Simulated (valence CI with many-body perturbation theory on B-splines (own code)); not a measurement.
## E1 line list for Pt LXXIII

Method: valence CI with perturbative core correlation (CI+MBPT): four valence electrons over a frozen Dirac-Fock core [He], a basis of 11 s, 11 p, 10 d, 8 f, 5 g, 2 h functions for each j, with the one-electron correlation potential Σ1 (screened to all orders), the two-electron term Σ2, the three-electron term Σ3, Breit, model QED; selected single and double excitations, second order for the rest, scaled by the run's own slope (own B-spline code, finite nucleus).

No measured spectrum was set against this ion. As an estimate, large intervals hold to a few tenths of a per cent, small ones and those within an open d or f shell to about a per cent. Among the levels kept, up to 1400 cm⁻¹ of a level comes from second order outside the variational space, and about a tenth of that is noise between levels of different J, which matters for small intervals.

Lines 201 to 250 of 600 in falling wavelength, among levels below 135250 × 10³ cm⁻¹, chosen from the strongest by gf and those to the six lowest levels. Wavelengths and rates use the calculated energies. Electric multipoles are in the length gauge, E1 and E2 with the static RPA response of the core. Weak lines are less certain than strong ones. Lines between different terms over intervals too small for the method are left out, as are lines whose strength nearly cancels. The highest levels of a list are the least certain.

Levels are named by their leading jj configuration (3d3/2^4 stands for four electrons in 3d with j = 3/2), which in mixed levels can hold well under half, so a name can repeat and another be missing. Letters in brackets count levels of one name in rising energy.

```csv
λ vac (Å),Upper,Lower,A (s⁻¹),log gf,Branch %
5.650,(2s 2p3/2^3) J=1,(2s^2 2p3/2^2) J=0,1.00e+13,-0.84,25.5
5.650,(2s 2p1/2 2p3/2 3d3/2) J=2 [c],(2s^2 2p1/2 3d3/2) J=2,1.92e+13,-0.34,7.4
5.645,(2p1/2^2 2p3/2 3p3/2) J=3,(2s 2p1/2^2 3p3/2) J=2,1.47e+13,-0.31,3.0
5.643,(2p1/2^2 2p3/2 3d5/2) J=4,(2s 2p1/2^2 3d5/2) J=3,1.32e+13,-0.25,47.5
5.643,(2s 2p1/2 2p3/2 3d3/2) J=1 [d],(2s^2 2p1/2 3d3/2) J=1,1.62e+13,-0.63,0.7
5.643,(2s 2p3/2^2 3p3/2) J=2 [c],(2s^2 2p3/2 3p3/2) J=2,1.78e+13,-0.37,27.9
5.642,(2s 2p1/2 2p3/2 3d3/2) J=2 [d],(2s^2 2p1/2 3d3/2) J=1,1.66e+13,-0.40,0.8
5.636,(2s 2p1/2 2p3/2 3p1/2) J=1 [b],(2s^2 2p1/2 3p1/2) J=1,2.15e+13,-0.51,3.6
5.635,(2s 2p1/2 2p3/2 3s) J=1 [b],(2s^2 2p1/2 3s) J=1,1.75e+13,-0.60,4.0
5.635,(2s 2p1/2 2p3/2 3d3/2) J=3 [c],(2s^2 2p1/2 3d3/2) J=2,1.76e+13,-0.23,11.3
5.631,(2p1/2^2 2p3/2 3d3/2) J=2,(2s 2p1/2^2 3d3/2) J=2,7.63e+12,-0.74,3.3
5.630,(2s 2p1/2 2p3/2 3p1/2) J=2 [c],(2s^2 2p1/2 3p1/2) J=1,1.95e+13,-0.33,5.0
5.629,(2s 2p3/2^2 3p3/2) J=1 [c],(2s^2 2p3/2 3p3/2) J=0,7.90e+12,-0.95,3.3
5.629,(2s 2p1/2 2p3/2 3p1/2) J=1 [c],(2s^2 2p1/2 3p1/2) J=0,2.05e+13,-0.53,4.8
5.628,(2s 2p1/2 2p3/2 3d5/2) J=2 [c],(2s^2 2p1/2 3d5/2) J=3,5.15e+12,-0.91,0.2
5.627,(2s 2p1/2 2p3/2 3d3/2) J=1 [c],(2s^2 2p1/2 3d3/2) J=2,1.84e+13,-0.58,2.8
5.626,(2s 2p1/2 2p3/2 3d5/2) J=3 [d],(2s^2 2p1/2 3d5/2) J=3,1.94e+13,-0.19,0.7
5.622,(2s 2p3/2^2 3d3/2) J=2 [b],(2s^2 2p3/2 3d3/2) J=1,6.62e+12,-0.80,0.3
5.620,(2p1/2 2p3/2^2 3p1/2) J=1 [b],(2s 2p1/2 2p3/2 3p1/2) J=2 [c],1.83e+13,-0.59,1.8
5.619,(2p1/2 2p3/2^2 3s) J=1 [b],(2s 2p1/2 2p3/2 3s) J=2 [c],1.80e+13,-0.59,7.1
5.616,(2s 2p1/2 2p3/2 3d5/2) J=2 [c],(2s^2 2p1/2 3d5/2) J=2,1.51e+13,-0.45,0.5
5.616,(2p1/2 2p3/2^2 3s) J=0,(2s 2p1/2 2p3/2 3s) J=1 [c],2.56e+13,-0.92,13.3
5.615,(2p1/2^2 2p3/2 3d3/2) J=2,(2s 2p1/2^2 3d3/2) J=1,6.97e+12,-0.78,3.0
5.615,(2s 2p1/2 2p3/2 3d5/2) J=2 [d],(2s^2 2p1/2 3d5/2) J=3,1.64e+13,-0.41,0.8
5.614,(2s 2p3/2^2 3d3/2) J=1 [b],(2s^2 2p3/2 3d3/2) J=2,2.05e+13,-0.54,1.1
5.613,(2p1/2 2p3/2^2 3p1/2) J=1 [b],(2s 2p1/2 2p3/2 3p1/2) J=1 [b],1.06e+13,-0.82,1.1
5.613,(2p1/2^2 2p3/2 3p1/2) J=1,(2s 2p1/2^2 3p1/2) J=0,1.01e+13,-0.84,0.9
5.612,(2s 2p1/2 2p3/2 3d5/2) J=1 [c],(2s^2 2p1/2 3d5/2) J=2,2.00e+13,-0.55,1.1
5.612,(2s 2p1/2 2p3/2 3p3/2) J=2 [d],(2s^2 2p1/2 3p3/2) J=2,1.80e+13,-0.37,6.1
5.612,(2s 2p1/2 2p3/2 3p3/2) J=1 [c],(2s^2 2p1/2 3p3/2) J=1,1.32e+13,-0.73,4.1
5.612,(2p1/2^2 2p3/2 3d5/2) J=3,(2s 2p1/2^2 3d5/2) J=2,6.14e+12,-0.69,0.2
5.612,(2s 2p3/2^2 3d3/2) J=3 [b],(2s^2 2p3/2 3d3/2) J=3,2.29e+13,-0.12,1.2
5.611,(2s 2p3/2^2 3p3/2) J=0,(2s^2 2p3/2 3p3/2) J=1,3.21e+13,-0.82,83.0
5.610,(2p1/2 2p3/2^2 3p1/2) J=0,(2s 2p1/2 2p3/2 3p1/2) J=1 [c],3.26e+13,-0.81,3.7
5.610,(2p1/2^2 2p3/2 3d3/2) J=3,(2s 2p1/2^2 3d3/2) J=2,1.32e+13,-0.36,14.0
5.609,(2s 2p1/2 2p3/2 3s) J=2 [c],(2s^2 2p1/2 3s) J=1,1.89e+13,-0.35,8.4
5.608,(2s 2p1/2 2p3/2 3s) J=1 [c],(2s^2 2p1/2 3s) J=0,1.64e+13,-0.64,8.5
5.607,(2p1/2^2 2p3/2 3p1/2) J=2,(2s 2p1/2^2 3p1/2) J=1,1.49e+13,-0.46,1.3
5.607,(2s 2p3/2^2 3s) J=1 [b],(2s^2 2p3/2 3s) J=1,2.79e+13,-0.40,6.1
5.603,(2s 2p3/2^2 3d3/2) J=1 [c],(2s^2 2p3/2 3d3/2) J=0,1.14e+13,-0.79,0.6
5.602,(2s 2p3/2^2 3d5/2) J=3 [c],(2s^2 2p3/2 3d5/2) J=2,7.26e+12,-0.62,0.3
5.601,(2s 2p3/2^2 3s) J=1 [a],(2s^2 2p3/2 3s) J=2,1.52e+13,-0.67,5.5
5.598,(2s 2p3/2^2 3p3/2) J=3 [b],(2s^2 2p3/2 3p3/2) J=3,2.46e+13,-0.09,5.1
5.597,(2s 2p3/2^2 3p1/2) J=1 [b],(2s^2 2p3/2 3p1/2) J=2,1.50e+13,-0.68,2.6
5.595,(2s 2p3/2^2 3p1/2) J=1 [a],(2s^2 2p3/2 3p1/2) J=1,2.71e+13,-0.42,4.6
5.595,(2s 2p3/2^2 3p1/2) J=2 [b],(2s^2 2p3/2 3p1/2) J=2,2.84e+13,-0.18,7.7
5.594,(2p1/2 2p3/2^2 3s) J=1 [b],(2s 2p1/2 2p3/2 3s) J=1 [b],8.84e+12,-0.91,3.5
5.593,(2s 2p3/2^2 3d5/2) J=4 [b],(2s^2 2p3/2 3d5/2) J=4,2.15e+13,-0.04,31.8
5.592,(2s 2p3/2^2 3d3/2) J=2 [c],(2s^2 2p3/2 3d3/2) J=3,2.04e+13,-0.32,1.0
5.591,(2s 2p3/2^2 3p3/2) J=2 [b],(2s^2 2p3/2 3p3/2) J=3,2.14e+13,-0.30,22.6
```

**Question.** How does gf follow from A for the line at 5.619 Å?

**Answer.** gf = 1.4992 × (2J+1)_upper × A / σ², with σ = 17795311 cm⁻¹ and 2J+1 = 3: gf = 0.255.
